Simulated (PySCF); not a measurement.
FHOSi, SMILES O[Si]F (connectivity only; charge and spin as stated), neutral, multiplicity 1.

Geometry optimised at B3LYP-D3(BJ)/def2-TZVP. One conformer was computed; it need not be the lowest.

Level of theory: r2SCAN/def2-TZVPD (PySCF).

Symmetry labels are those of the subgroup Cs that the program uses (full group Cs).

Problem. List the valence orbital energies around the gap with their symmetry. (An estimate is asked for; the answer gives what the named calculation found.)

Solution. 
| orbital | symmetry | energy (eV) |
|---|---|---|
| HOMO−7 | A' | -26.99 |
| HOMO−6 | A' | -14.79 |
| HOMO−5 | A' | -12.94 |
| HOMO−4 | A' | -11.16 |
| HOMO−3 | A" | -11.10 |
| HOMO−2 | A' | -9.41 |
| HOMO−1 | A" | -9.22 |
| HOMO | A' | -6.89 |
| LUMO | A" | -2.39 |
| LUMO+1 | A' | -0.18 |
| LUMO+2 | A' | 0.17 |
| LUMO+3 | A' | 1.64 |
